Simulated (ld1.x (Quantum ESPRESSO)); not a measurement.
## What one change does to a pseudopotential (H, PAW)

- Element: hydrogen (H)
- Generator: ld1.x (Quantum ESPRESSO) 7.5
- Type: PAW
- Functional: BLYP
- Relativity: scalar-relativistic
- Frozen core: none
- Valence charge: 1
- Reference configuration: 1s1
- Partial waves: 1s (bound): rcut 1.15, rcutus 1.60 bohr; 1s channel at -0.05 Ry: rcut 1.15, rcutus 1.60 bohr
- Local potential: all-electron potential smoothed inside 1.40 bohr (lloc = -1)
- Core correction: none
- Augmentation charge: PSQ, radius 0.95 bohr

Change: wave 1s channel at -0.05 Ry: rcut 1.15, rcutus 1.60 bohr becomes 1s channel at 0.61 Ry: rcut 1.15, rcutus 1.60 bohr.

Cutoffs: the cutoffs (Ry, on a coarse ladder) from which the occupation-weighted sum of valence levels, in a spherical-Bessel basis at the reference potential, stays within 10 and 1 mRy of its value at 400 Ry; they do not see the model core or the augmentation charge, which bear on the density cutoff. Errors are all-electron minus pseudo energies relative to the spin-unpolarised reference configuration.

Task: How do hardness, ghosts and transferability respond?

Result: The potential gets harder (10 Ry and 15 Ry → 10 Ry and 18 Ry); the range in which the s phases agree widens (upper end 3.8 → at the end of the scan); neither file shows a bound ghost.

```csv
quantity,base,changed
"cutoff, loose",10 Ry,10 Ry
"cutoff, tight",15 Ry,18 Ry
bound ghosts,none,none
"error for 1s0.5, meV [ΔE 4.78 eV]",+0.1,+0.1
s: phases at 1.74 bohr within 0.05 rad from the reference energy up to (Ry; the scan ends near 5),3.8,to the end of the scan
lowest overlap eigenvalue by channel,s 0.98,s 0.97
```
